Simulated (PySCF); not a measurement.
PySCF input for Be(Me)(SiH3) (CH6BeSi), SMILES [CH3][Be][SiH3], TDA-B3LYP/def2-SVPD. The structure is a stationary point at PBE-D3(BJ)/def2-TZVP.

```python
import numpy as np
from pyscf import gto, scf, dft, tdscf

mol = gto.M(
    atom='''
    Be    0.00000000   -0.00000000   -0.75435610
    C    -0.00000000    0.00000000   -2.43136669
    H    -0.68003306    0.76354947   -2.84555237
    H    -0.32123671   -0.97070065   -2.84555237
    H     1.00126977    0.20715117   -2.84555237
    Si   -0.00000000    0.00000000    1.43616031
    H    -0.17681051   -1.37653517    2.01201243
    H    -1.10370916    0.84138998    2.01201243
    H     1.28051968    0.53514518    2.01201243
    ''',
    basis='def2-SVPD',
    charge=0,
    spin=0,
    symmetry=True,
    max_memory=1600,
    verbose=4,
)
mf = dft.RKS(mol, xc='b3lyp').density_fit(auxbasis='def2-universal-jkfit')
mf.grids.level = 3
mf.conv_tol = 1e-9
mf.max_cycle = 100
mf.kernel()
mf.grids = dft.Grids(mol).set(level=1).build(with_non0tab=True)  # coarser grid for the response kernel
td = tdscf.TDA(mf)
td.singlet = True
td.nstates = 10
td.conv_tol = 1e-4
td.kernel(x0=td.get_init_guess(mf, 15))
td.analyze()
tt = tdscf.TDA(mf)
tt.singlet = False
tt.nstates = 4
tt.conv_tol = 1e-4
tt.kernel(x0=tt.get_init_guess(mf, 9))
tt.analyze(verbose=3)
```

Program output:

```
PySCF version 2.14.0

[INPUT] verbose = 4
[INPUT] num. atoms = 9
[INPUT] num. electrons = 30
[INPUT] charge = 0
[INPUT] spin (= nelec alpha-beta = 2S) = 0
[INPUT] symmetry True subgroup None
[INPUT] Mole.unit = angstrom
[INPUT] Symbol           X                Y                Z      unit          X                Y                Z       unit  Magmom
[INPUT]  1 Be     0.000000000000   0.000000000000  -0.754356100000 AA    0.000000000000   0.000000000000  -1.425526429395 Bohr   0.0
[INPUT]  2 C      0.000000000000   0.000000000000  -2.431366690000 AA    0.000000000000   0.000000000000  -4.594617152490 Bohr   0.0
[INPUT]  3 H     -0.680033060000   0.763549470000  -2.845552370000 AA   -1.285076239050   1.442899380857  -5.377314652407 Bohr   0.0
[INPUT]  4 H     -0.321236710000  -0.970700650000  -2.845552370000 AA   -0.607049403056  -1.834358377437  -5.377314652407 Bohr   0.0
[INPUT]  5 H      1.001269770000   0.207151170000  -2.845552370000 AA    1.892125642106   0.391458977683  -5.377314652407 Bohr   0.0
[INPUT]  6 Si     0.000000000000   0.000000000000   1.436160310000 AA    0.000000000000   0.000000000000   2.713949656870 Bohr   0.0
[INPUT]  7 H     -0.176810510000  -1.376535170000   2.012012430000 AA   -0.334123439845  -2.601274472132   3.802152451921 Bohr   0.0
[INPUT]  8 H     -1.103709160000   0.841389980000   2.012012430000 AA   -2.085708033574   1.589996626153   3.802152451921 Bohr   0.0
[INPUT]  9 H      1.280519680000   0.535145180000   2.012012430000 AA    2.419831492316   1.011277827081   3.802152451921 Bohr   0.0

nuclear repulsion = 70.3783652907276
point group symmetry = C3, use subgroup C1
symmetry origin: [ 6.29908718e-10 -1.25981743e-09 -1.25981738e-09]
symmetry axis x: [ 9.95933434e-01  9.00921455e-02 -2.10844391e-10]
symmetry axis y: [-9.00921455e-02  9.95933434e-01 -6.58096221e-11]
symmetry axis z: [2.04058049e-10 8.45376028e-11 1.00000000e+00]
num. orbitals of irrep A = 104
number of shells = 48
number of NR pGTOs = 154
number of NR cGTOs = 104
basis = def2-SVPD
ecp = {}


[settings echo left out]
init E= -345.631806638954
  HOMO = -0.301835451342277  LUMO = -0.0759747720289424  gap/eV = 6.14598
cycle= 1 E= -345.794864041115  delta_E= -0.163  |g|= 0.401  |ddm|= 3.33
  HOMO = -0.225589996314098  LUMO = -0.0354371159082612  gap/eV = 5.17432
cycle= 2 E= -345.769308016516  delta_E= 0.0256  |g|= 0.494  |ddm|= 1.06
  HOMO = -0.275417488007467  LUMO = -0.0429838383227587  gap/eV = 6.32484
cycle= 3 E= -345.839281392737  delta_E= -0.07  |g|= 0.019  |ddm|= 0.542
  HOMO = -0.277560273246857  LUMO = -0.0427588837254891  gap/eV = 6.38927
cycle= 4 E= -345.839409093788  delta_E= -0.000128  |g|= 0.00601  |ddm|= 0.0511
  HOMO = -0.277321142250736  LUMO = -0.0430295964812183  gap/eV = 6.37540
cycle= 5 E= -345.839426131973  delta_E= -1.7e-05  |g|= 0.000921  |ddm|= 0.0151
  HOMO = -0.277249029319059  LUMO = -0.0429089030731143  gap/eV = 6.37672
cycle= 6 E= -345.839426423375  delta_E= -2.91e-07  |g|= 0.000182  |ddm|= 0.00251
  HOMO = -0.277264100677364  LUMO = -0.0429287198972899  gap/eV = 6.37659
cycle= 7 E= -345.839426434824  delta_E= -1.14e-08  |g|= 2.13e-05  |ddm|= 0.000513
  HOMO = -0.2772607722973  LUMO = -0.042925042497565  gap/eV = 6.37660
cycle= 8 E= -345.839426434998  delta_E= -1.74e-10  |g|= 6.47e-06  |ddm|= 7.53e-05
  HOMO = -0.277263508067315  LUMO = -0.0429268102108554  gap/eV = 6.37663
Extra cycle  E= -345.839426435004  delta_E= -6.42e-12  |g|= 5.42e-06  |ddm|= 2.76e-05
converged SCF energy = -345.839426435004
tot grids = 31512


******** <class 'pyscf.tdscf.rks.TDA'> for <class 'pyscf.df.df_jk.DFRKS'> ********
nstates = 10 singlet
deg_eia_thresh = 1.000e-03
wfnsym = None
conv_tol = 0.0001
eigh lindep = 1e-12
eigh level_shift = 0
eigh max_cycle = 100


Excitation energies (eV)
[5.34839295 5.34843533 6.69543094 6.91799706 6.91804428 6.97038971
 7.21780996 7.2178395  7.34063248 7.477243  ]

** Singlet excitation energies and oscillator strengths **
Excited State   1:    A      5.34839 eV    231.82 nm  f=0.0205
      14 -> 16       -0.14811
      15 -> 16        0.66544
      15 -> 17        0.15017
Excited State   2:    A      5.34844 eV    231.81 nm  f=0.0205
      14 -> 17       -0.14813
      15 -> 16       -0.15017
      15 -> 17        0.66544
Excited State   3:    A      6.69543 eV    185.18 nm  f=0.2498
      15 -> 18        0.69423
Excited State   4:    A      6.91800 eV    179.22 nm  f=0.0797
      12 -> 16       -0.15305
      13 -> 17       -0.15308
      14 -> 16       -0.63558
      14 -> 17       -0.13475
      15 -> 16       -0.11909
Excited State   5:    A      6.91804 eV    179.22 nm  f=0.0797
      12 -> 17       -0.15309
      13 -> 16        0.15308
      14 -> 16       -0.13475
      14 -> 17        0.63556
      15 -> 17        0.11910
Excited State   6:    A      6.97039 eV    177.87 nm  f=0.0000
      12 -> 16       -0.49598
      13 -> 17        0.49595
Excited State   7:    A      7.21781 eV    171.78 nm  f=0.0458
      12 -> 16        0.29165
      12 -> 17        0.36280
      13 -> 16       -0.36282
      13 -> 17        0.29165
      14 -> 16       -0.16704
Excited State   8:    A      7.21784 eV    171.77 nm  f=0.0458
      12 -> 16       -0.36280
      12 -> 17        0.29165
      13 -> 16       -0.29163
      13 -> 17       -0.36282
      14 -> 17        0.16707
Excited State   9:    A      7.34063 eV    168.90 nm  f=0.0002
      14 -> 18        0.14449
      15 -> 19        0.68491
Excited State  10:    A      7.47724 eV    165.82 nm  f=0.1397
      12 -> 17       -0.45471
      13 -> 16       -0.45471
      14 -> 18        0.10277
      15 -> 22        0.23529

** Transition electric dipole moments (AU) **
state          X           Y           Z        Dip. S.      Osc.
  1        -0.1329      0.3725      0.0000      0.1565      0.0205
  2         0.3725      0.1329     -0.0000      0.1564      0.0205
  3        -0.0001      0.0000      1.2341      1.5230      0.2498
  4         0.2395     -0.6426      0.0000      0.4703      0.0797
  5         0.6426      0.2394      0.0001      0.4703      0.0797
  6        -0.0000     -0.0000     -0.0020      0.0000      0.0000
  7         0.4427     -0.2508      0.0000      0.2588      0.0458
  8         0.2508      0.4427      0.0001      0.2589      0.0458
  9        -0.0000      0.0001      0.0319      0.0010      0.0002
 10        -0.0000      0.0000     -0.8732      0.7624      0.1397

** Transition velocity dipole moments (imaginary part, AU) **
state          X           Y           Z        Dip. S.      Osc.
  1        -0.0067      0.0189      0.0000      0.0004      0.0014
  2         0.0189      0.0067     -0.0000      0.0004      0.0014
  3        -0.0000      0.0000      0.3012      0.0908      0.2459
  4         0.0162     -0.0428      0.0000      0.0021      0.0055
  5         0.0428      0.0162      0.0000      0.0021      0.0055
  6        -0.0000     -0.0000     -0.0004      0.0000      0.0000
  7         0.0343     -0.0204      0.0000      0.0016      0.0040
  8         0.0204      0.0343      0.0000      0.0016      0.0040
  9        -0.0000      0.0000      0.0204      0.0004      0.0010
 10        -0.0000      0.0000     -0.1584      0.0251      0.0608

** Transition magnetic dipole moments (imaginary part, AU) **
state          X           Y           Z
  1         0.6019      0.2144     -0.0000
  2         0.2145     -0.6020     -0.0000
  3         0.0000     -0.0001     -0.0005
  4         0.5553      0.2090      0.0000
  5        -0.2089      0.5552     -0.0001
  6         0.0000     -0.0000     -0.6056
  7         0.1407      0.2517     -0.0000
  8        -0.2516      0.1407      0.0000
  9        -0.0000     -0.0001     -0.0003
 10        -0.0000     -0.0000     -0.0023


******** <class 'pyscf.tdscf.rks.TDA'> for <class 'pyscf.df.df_jk.DFRKS'> ********
nstates = 4 triplet
deg_eia_thresh = 1.000e-03
wfnsym = None
conv_tol = 0.0001
eigh lindep = 1e-12
eigh level_shift = 0
eigh max_cycle = 100


Excitation energies (eV)
[4.52481985 4.52485858 5.92274328 5.92276358]

** Triplet excitation energies and oscillator strengths **
Excited State   1:    A      4.52482 eV    274.01 nm  f=0.0000
Excited State   2:    A      4.52486 eV    274.01 nm  f=0.0000
Excited State   3:    A      5.92274 eV    209.34 nm  f=0.0000
Excited State   4:    A      5.92276 eV    209.34 nm  f=0.0000
```

The program stopped with an error.
